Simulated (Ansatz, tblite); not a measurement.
# A ladder of methods for SiPH5O2 (SMILES O[SiH2]OP)

SiPH5O2: 9 atoms, total charge 0, spin state singlet. SMILES: `O[SiH2]OP`. The coordinates come from a PBE0-D4/def2-TZVP relaxation. This is one conformer, not always the lowest.

Quantity: the HOMO–LUMO gap, in eV. The values are calculated.

```tsv
level	kind	program	value (eV)
GFN2-xTB	semi-empirical	tblite	5.26
HF/6-31G* (spherical functions)	Hartree–Fock	Ansatz	13.79
SVWN5/6-31G* (spherical functions)	LDA	Ansatz	4.82
BLYP/6-31G* (spherical functions)	GGA	Ansatz	5.01
PBE/6-31G* (spherical functions)	GGA	Ansatz	4.97
r2SCAN/6-31G* (spherical functions)	meta-GGA	Ansatz	5.54
B3LYP/6-31G* (Cartesian functions)	global hybrid	Ansatz	6.77
wB97M-V/6-31G* (spherical functions)	range-separated hybrid	Ansatz	11.42
B2PLYP/6-31G* (spherical functions)	double hybrid	Ansatz	9.69
```

The values span 4.82 to 13.79 eV. Orbital gaps aren't excitation energies, and those of double hybrids come from the SCF part alone; they tend to grow with the share of exact exchange.
